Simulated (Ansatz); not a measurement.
`FCOC(F)CF`, relaxed with RKS PBE0-D4/def2-TZVP in Ansatz from a PBE-D4/def2-SVP geometry. The force threshold is 0.005 eV/Å; the program also tests the step.

Total charge 0; spin multiplicity 1.

Start:

```xyz
12

F     1.359   -0.127    2.101
C     0.932    0.940    1.338
O    -0.195    0.596    0.590
C     0.069   -0.232   -0.505
F     0.672    0.497   -1.518
C    -1.266   -0.774   -0.983
F    -1.069   -1.658   -2.021
H     1.772    1.250    0.676
H     0.621    1.768    2.009
H     0.771   -1.054   -0.235
H    -1.769   -1.285   -0.134
H    -1.897    0.079   -1.319
```

Question: How much energy does the relaxation release, and in how many steps? (Estimate.)

Answer: Computed: 5.12 kJ/mol, in 5 steps.

Question: Which bonds change most? (An estimate is asked.)

Answer: Computed: C2–H8 from 1.114 to 1.094 Å; C2–H9 from 1.110 to 1.090 Å; C6–H12 from 1.113 to 1.093 Å; C6–H11 from 1.112 to 1.093 Å.

Question: Give the relaxed structure. (Estimate.)

Answer: The calculation gave: 
```xyz
12

F     1.353   -0.118    2.085
C     0.927    0.943    1.324
O    -0.186    0.587    0.588
C     0.068   -0.234   -0.496
F     0.661    0.495   -1.501
C    -1.262   -0.762   -0.969
F    -1.064   -1.647   -1.998
H     1.760    1.242    0.681
H     0.621    1.746    1.995
H     0.761   -1.044   -0.244
H    -1.762   -1.275   -0.144
H    -1.879    0.069   -1.322
```
